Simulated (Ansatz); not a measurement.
Total energies of the cluster Cd₂O₂⁻ from Ansatz at PBE0-D4/def2-TZVPD, gas phase (1 Eh = 27.2114 eV = 2625.5 kJ/mol). The reference geometry is relaxed at PBE0-D4/def2-TZVPD.

| atom | x (Å) | y (Å) | z (Å) |
| --- | --- | --- | --- |
| Cd1 | -0.628 | 1.551 | 2.214 |
| Cd2 | 0.180 | -0.500 | -0.728 |
| O3 | 0.627 | 0.334 | 0.952 |
| O4 | -0.180 | -1.385 | -2.439 |

```tsv
state	geometry	energy (Eh)
charge -1 doublet	reference	-485.85069
charge 0 triplet	reference	-485.77084
charge -1 quartet	relaxed at PBE0-D4/def2-TZVPD	-485.80303
```

In the def2 sets Cd takes a core potential; there is no spin–orbit coupling.

Q: Work out the vertical ionisation energy to the triplet.

A: E(charge 0 triplet) − E(charge -1 doublet) = -485.77084 − (-485.85069) = 0.07985 Eh = 2.17 eV. For comparison, −ε of the highest occupied level of the spin that leaves is 0.67 eV at this level, 1.50 eV less.

Q: Which of the charge -1 states is lowest, and how far above it are the others?

A: The doublet. quartet: -485.80303 − (-485.85069) = 0.04766 Eh = 125.1 kJ/mol. The quartet differs in its bonds from the reference.

The structure comes from a short search, and lower isomers may exist.
